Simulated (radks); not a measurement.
Problem. The mean radii <r> (bohr) of the occupied orbitals of an atom or ion are listed with their occupations. All-electron calculation, scalar-relativistic Kohn-Sham, PBEsol, spin-polarised, spherical densities, point nucleus. Program: a radial shooting solver on a logarithmic mesh with Libxc functionals.

orbital  occ.      <r>
1s up       1  0.02612
1s down     1  0.02612
2s up       1   0.1122
2s down     1   0.1122
2p up       3  0.09823
2p down     3  0.09823
3s up       1   0.2992
3s down     1   0.2992
3p up       3   0.2971
3p down     3   0.2971
3d up       5   0.2736
3d down     5   0.2736
4s up       1   0.6948
4s down     1   0.6947
4p up       3   0.7396
4p down     3   0.7394
4d up       5   0.8366
4d down     5   0.8354
5s up       1    1.706
5s down     1    1.705
5p up       3    1.985
5p down     2    1.990
6f up       1    15.75

Name the element and its charge. Open shells, if any, are filled with parallel spins first.

Solution. Z = 55, caesium, charge +1: Cs+ in [Kr] 4d10 5s2 5p5 6f1. The 1s radius gives Z: for a bare nucleus <r> = (2 gamma + 1)/(2Z) with gamma = sqrt(1 - (Z/c)^2), 0.02574 bohr for Z = 55, and screening makes it slightly larger (0.02612 here). The occupations add up to 54, and the charge is Z minus that.
